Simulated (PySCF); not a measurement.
H$_{4}$S$_{3}$Si, SMILES `S[SiH](S)S`, neutral singlet in the gas phase. 

Cartesian coordinates (Å):
SMILES: S[SiH](S)S
```xyz
8

S     -1.0483     1.7675    -0.4968
Si     0.0110    -0.0025     0.0805
S     -1.0976    -1.7004    -0.6094
S      1.9110     0.0010    -0.9086
H     -0.2664     2.5850     0.2525
H      0.1868    -0.0518     1.5620
H     -2.0781    -1.5453     0.3158
H      2.3817    -1.0535    -0.1961
```
Charge 0, multiplicity 1.

All levels are single points at this geometry (PBE-D3(BJ)/def2-TZVP); Pople sets use spherical d functions. Orbital energies aren't observables, and empty levels follow the basis.

B3LYP/LANL2DZ in PySCF gives HOMO (eV) = -7.53.

Question: Estimate the HOMO (eV) from each of these levels: PBE-D3(BJ)/def2-TZVP in PySCF; B3LYP/3-21G in PySCF; B3LYP/6-311+G** in PySCF; B3LYP/6-31G* in PySCF; M06-2X/6-31G* in PySCF; PBE/6-31G* in PySCF; HF/3-21G in PySCF; HF/6-31G* in PySCF.

Answer: 
```
level                          HOMO (eV)
-----------------------------  ---------
PBE-D3(BJ)/def2-TZVP in PySCF      -6.36
B3LYP/3-21G in PySCF               -7.56
B3LYP/6-311+G** in PySCF           -7.43
B3LYP/6-31G* in PySCF              -7.34
M06-2X/6-31G* in PySCF             -8.78
PBE/6-31G* in PySCF                -6.37
HF/3-21G in PySCF                 -10.85
HF/6-31G* in PySCF                -10.51
```
